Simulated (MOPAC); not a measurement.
Input for MOPAC: PM3 on F3La (SMILES [F][La]([F])[F]), a point of a bond scan (R = 2.377 Å).

```
PM3 1SCF PRECISE CHARGE=0 THREADS=1
F3La

La     0.03201906 1    -0.05692400 1    -0.13637047 1
F     -2.04153239 1    -1.09645806 1     0.38442938 1
F     -0.06737706 1     2.06676129 1    -0.52460377 1
F      1.71761741 1    -0.70428766 1     1.05119948 1
```

It printed:

```
*******************************************************************************
 **                                                                           **
 **                              MOPAC v23.2.5                                **
 **                                                                           **
 *******************************************************************************
 ** MOPAC's Digital Object Identifier: https://doi.org/10.5281/zenodo.6511958 **
 **                                                                           **
 ** Please cite the open-source release paper for use of this MOPAC version:  **
 ** J. E. Moussa and J. J. P. Stewart (2026)                                  **
 ** MOPAC: An open-source semiempirical molecular orbital program             **
 ** J. Open Source Softw., 11(119), 8025, https://doi.org/10.21105/joss.08025 **
 *******************************************************************************

                              PM3 CALCULATION RESULTS

 *******************************************************************************
 *  PM3        - The PM3 Hamiltonian to be used
 *
 *
 *
 *                 CHARGE ON SYSTEM = 0
 *
 *
 *
 *  PRECISE    - TIGHTER CRITERIA TO BE USED
 *  1SCF       - DO 1 SCF AND THEN STOP
 *  THREADS=1  - MULTI-THREADING NOT USED
 *  T=         - A TIME OF 172800.0 SECONDS REQUESTED
 *  DUMP=N     - RESTART FILE WRITTEN EVERY 7200.0 SECONDS REQUESTED
 *******************************************************************************
PM3 1SCF PRECISE CHARGE=0 THREADS=1
 F3La

   ATOM   CHEMICAL          X               Y               Z
  NUMBER   SYMBOL      (ANGSTROMS)     (ANGSTROMS)     (ANGSTROMS)

     1      La          0.03201906  *  -0.05692400  *  -0.13637047  *
     2       F         -2.04153239  *  -1.09645806  *   0.38442938  *
     3       F         -0.06737706  *   2.06676129  *  -0.52460377  *
     4       F          1.71761741  *  -0.70428766  *   1.05119948  *



          CARTESIAN COORDINATES

    NO.       ATOM           X           Y           Z

     1        La          0.0320     -0.0569     -0.1364
     2         F         -2.0415     -1.0965      0.3844
     3         F         -0.0674      2.0668     -0.5246
     4         F          1.7176     -0.7043      1.0512

  F: (PM3): J. J. P. STEWART, J. COMP. CHEM. 10, 209 (1989).
 La: (PM3): R.O. FREIRE, ET AL, J. PHYS. CHEM. A 110 (17) (2006) 5897.

           Empirical Formula: La F3  =     4 atoms



      MOLECULAR POINT GROUP   :   Cs


      RHF CALCULATION, NO. OF DOUBLY OCCUPIED LEVELS = 12


 -------------------------------------------------------------------------------
 PM3 1SCF PRECISE CHARGE=0 THREADS=1
 F3La



     1SCF WAS SPECIFIED, SO BFGS WAS NOT USED
     SCF FIELD WAS ACHIEVED


                              PM3 CALCULATION
                                                       MOPAC v23.2.5 Linux




          FINAL HEAT OF FORMATION =        155.43547 KCAL/MOL =     650.34200 KJ/MOL


          COSMO AREA              =        120.25 SQUARE ANGSTROMS
          COSMO VOLUME            =        114.78 CUBIC ANGSTROMS

          IONIZATION POTENTIAL    =         12.125113 EV
          HOMO LUMO ENERGIES (EV) =        -12.125
          NO. OF FILLED LEVELS    =         12
          MOLECULAR WEIGHT        =        195.9012         POINT GROUP:  Cs

          MOLECULAR DIMENSIONS (Angstroms)

            Atom       Atom       Distance
            F     4    F     2     3.83791
            F     3    F     2     3.21310
           La     1    F     4     0.48506


          SCF CALCULATIONS        =          1





   ATOM   CHEMICAL          X               Y               Z
  NUMBER   SYMBOL      (ANGSTROMS)     (ANGSTROMS)     (ANGSTROMS)

     1      La          0.03201906  *  -0.05692400  *  -0.13637047  *
     2       F         -2.04153239  *  -1.09645806  *   0.38442938  *
     3       F         -0.06737706  *   2.06676129  *  -0.52460377  *
     4       F          1.71761741  *  -0.70428766  *   1.05119948  *

                             CARTESIAN COORDINATES

   1   La        0.032019060    -0.056924000    -0.136370470
   2    F       -2.041532390    -1.096458060     0.384429380
   3    F       -0.067377060     2.066761290    -0.524603770
   4    F        1.717617410    -0.704287660     1.051199480


           Empirical Formula: La F3  =     4 atoms



      MOLECULAR POINT GROUP   :   Cs


                  EIGENVALUES
 -17.56621 -17.56506 -16.07155 -13.74352 -13.73575 -13.44246 -13.44122 -13.42456
 -13.42082 -12.40291 -12.14068 -12.12511


              NET ATOMIC CHARGES AND DIPOLE CONTRIBUTIONS

  ATOM NO.   TYPE          CHARGE      No. of ELECS.   s-Pop       p-Pop
    1         La           3.000000        0.0000
    2          F          -1.000000        8.0000     2.00000     6.00000
    3          F          -1.000000        8.0000     2.00000     6.00000
    4          F          -1.000000        8.0000     2.00000     6.00000
 DIPOLE           X         Y         Z       TOTAL
 POINT-CHG.     2.341    -2.098    -6.341     7.077
 HYBRID        -0.000     0.000    -0.000     0.000
 SUM            2.341    -2.098    -6.341     7.077


          ATOMIC ORBITAL ELECTRON POPULATIONS

     Atom    s        px        py        pz
    1 La
    2  F   2.00000   2.00000   2.00000   2.00000
    3  F   2.00000   2.00000   2.00000   2.00000
    4  F   2.00000   2.00000   2.00000   2.00000

 **********************
 *                    *
 * JOB ENDED NORMALLY *
 *                    *
 **********************




 == MOPAC DONE ==
```

The run finished.

Cost: roughly 0.020 core-seconds.
